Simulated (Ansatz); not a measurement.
Re₃⁺, relaxed as a singlet with RKS PBE0-D4/def2-TZVP in Ansatz, starting from the GFN2-xTB geometry. Force threshold 0.02 eV/Å.

In the def2 sets Re takes a core potential; there is no spin–orbit coupling. The restricted singlet is unstable: a solution with broken spin symmetry lies lower. At PBE0-D4/def2-TZVP a quintet of charge 1 lies 1.07 eV below the restricted singlet, each at its own geometry. The structure comes from a short search, and lower isomers may exist.

Start:

```xyz
3

Re   -1.152    0.328    0.788
Re    0.392   -1.337   -0.111
Re    0.760    1.009   -0.677
```

```tsv
step	energy (eV)	largest force component (eV/Å)	SCF passes
1	-6376.4481	6.742	98
2	-6377.4062	6.517	48
3	-6377.9991	0.224	44
4	-6377.9999	0.004	36
```

Force components are those of the run's own axes.

End:

Cartesian coordinates in Å:
```
Re -1.037 0.314 0.707
Re 0.362 -1.237 -0.103
Re 0.675 0.924 -0.604
```

By distances, no bond broke or formed. The bond that changes most is Re1–Re3, from 2.50 to 2.24 Å (atoms count from 1).

No frequencies were taken in this run, so the end may be a saddle point.

Run time 23 s (4 threads of Intel Xeon on a shared host).
